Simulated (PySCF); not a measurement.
Species: C₃H₇NSi.
Geometry (PBE0-D3(BJ)/def2-SVP, Å), atoms numbered from 1 in this order:
```xyz
12
C3H7NSi angstrom
C      2.4559   -0.8512    0.1322
N      1.2279   -0.7266    0.4006
Si     0.0873    0.3206   -0.3906
C     -1.6779   -0.2393   -0.3600
C     -1.3427    0.8842    0.6423
H      2.9889   -0.2945   -0.6688
H      3.0838   -1.5560    0.7084
H      0.5982    1.1633   -1.5079
H     -1.8949   -1.2239    0.0678
H     -2.3431    0.0212   -1.1907
H     -1.3508    0.6083    1.7022
H     -1.7929    1.8650    0.4530
```

Level: PBE0/pcSseg-1 and B3LYP/def2-SVPD in PySCF, non-relativistic, on one gas-phase PBE0-D3(BJ)/def2-SVP geometry that isn't relaxed in the solvent. The solvent is an IEF-PCM continuum (van der Waals radii × 1.2). The model holds no explicit solvent molecules, cavitation or dispersion.

Gas phase at PBE0/pcSseg-1: HOMO -6.72 eV, LUMO -0.98 eV, dipole 1.44 D.

**Question.** What does the continuum do to the energy, the frontier levels and the dipole at PBE0/pcSseg-1 in benzene and methanol?

**Answer.** 
| solvent | ε | E(solvent) − E(gas) (kJ/mol) | polarisation term (kJ/mol) | distortion of the solute (kJ/mol) | HOMO (eV) | LUMO (eV) | dipole (D) |
| --- | --- | --- | --- | --- | --- | --- | --- |
| benzene | 2.271 | -6.44 | -6.90 | 0.46 | -6.71 | -0.94 | 1.68 |
| methanol | 32.61 | -14.97 | -17.65 | 2.68 | -6.73 | -0.92 | 2.06 |

The first energy column is the sum of the next two and covers electrostatics alone. From benzene to methanol the lowering changes by a factor 2.32, Onsager's factor (ε − 1)/(2ε + 1) by 2.08 and ε itself by 14.4.

**Question.** Which radius a makes the point-dipole formula ΔE = −[(ε − 1)/(2ε + 1)]·μ²/a³ give the value in methanol, with the gas-phase dipole?

**Answer.** μ = 0.565 au and |ΔE| = 0.00570 Eh give a = 1.58 Å; the farthest nucleus lies 3.52 Å from the centroid of the nuclei, so such a sphere wouldn't even hold the nuclei. The formula assumes a rigid point dipole at the centre of a sphere.

**Question.** Give the dipole vector in the frame of the coordinates (D, pointing from negative to positive charge), gas and methanol.

**Answer.** Gas (1.13, 0.38, -0.80), solvent (1.62, 0.55, -1.15). Its length changes by +44 % and its direction by less than 1°.

**Question.** Which Hirshfeld charges (PBE0/pcSseg-1) respond most in benzene (means over atoms taken as equivalent)?

**Answer.** 
```json
{"atoms": "N2", "environment": "C=N nitrogen", "gas (e)": "-0.232", "solvent (e)": "-0.244", "change": "-0.012"}
{"atoms": "H6", "environment": "hydrogen on a C=N carbon", "gas (e)": "+0.041", "solvent (e)": "+0.048", "change": "+0.007"}
{"atoms": "C1", "environment": "C=N carbon", "gas (e)": "+0.024", "solvent (e)": "+0.028", "change": "+0.004"}
{"atoms": "H7", "environment": "hydrogen on a C=N carbon", "gas (e)": "+0.051", "solvent (e)": "+0.055", "change": "+0.004"}
{"atoms": "C4/C5", "environment": "sp3 carbon bound to silicon", "gas (e)": "-0.168", "solvent (e)": "-0.170", "change": "-0.002"}
{"atoms": "Si3", "environment": "SiH silicon", "gas (e)": "+0.344", "solvent (e)": "+0.342", "change": "-0.002"}
{"atoms": "H8", "environment": "Si–H hydrogen", "gas (e)": "-0.071", "solvent (e)": "-0.070", "change": "+0.001"}
{"atoms": "H10/H12", "environment": "methylene hydrogen", "gas (e)": "+0.044", "solvent (e)": "+0.045", "change": "+0.001"}
{"atoms": "H9/H11", "environment": "methylene hydrogen", "gas (e)": "+0.046", "solvent (e)": "+0.046", "change": "0.000"}
```

**Question.** Which Mayer bond orders change most in benzene?

**Answer.** 
```
  bond  length (Å)    gas  solvent  change
 C1–N2       1.263  1.924    1.912  -0.012
Si3–H8       1.490  0.879    0.882  +0.003
N2–Si3       1.739  1.016    1.018  +0.002
 C1–H6       1.112  0.926    0.928  +0.002
 C4–H9       1.095  0.946    0.944  -0.002
C5–H11       1.095  0.946    0.944  -0.002
Si3–C4       1.852  0.956    0.957  +0.001
C4–H10       1.096  0.946    0.945  -0.001
```

**Question.** How do the nuclear quadrupole coupling constants eQVzz/h respond in benzene?

**Answer.** 
```tsv
nucleus	Q (barn)	gas (MHz)	solvent (MHz)	η gas	η solvent
14N at N2	0.02044	-4.91	-4.84	0.74	0.73
```

Gas phase at B3LYP/def2-SVPD: HOMO -6.51 eV, LUMO -1.30 eV, dipole 1.31 D.

**Question.** What does the continuum do to the energy, the frontier levels and the dipole at B3LYP/def2-SVPD in benzene?

**Answer.** 
| solvent | ε | E(solvent) − E(gas) (kJ/mol) | polarisation term (kJ/mol) | distortion of the solute (kJ/mol) | HOMO (eV) | LUMO (eV) | dipole (D) |
| --- | --- | --- | --- | --- | --- | --- | --- |
| benzene | 2.271 | -5.46 | -5.90 | 0.44 | -6.48 | -1.24 | 1.55 |

**Question.** How does the static polarisability (B3LYP/def2-SVPD, frozen core, with the continuum's full static response) change?

**Answer.** 
```csv
medium,isotropic (au),principal values (au),⟨r²⟩ of the electrons (bohr²)
gas,75.0,"56.5, 63.9, 104.7",601.6
benzene,86.3,"64.3, 73.3, 121.2",601.1
```

The isotropic value in benzene is 1.15 times the gas-phase one; no cavity-field correction is applied. ⟨r²⟩ is taken about the centre of nuclear charge.
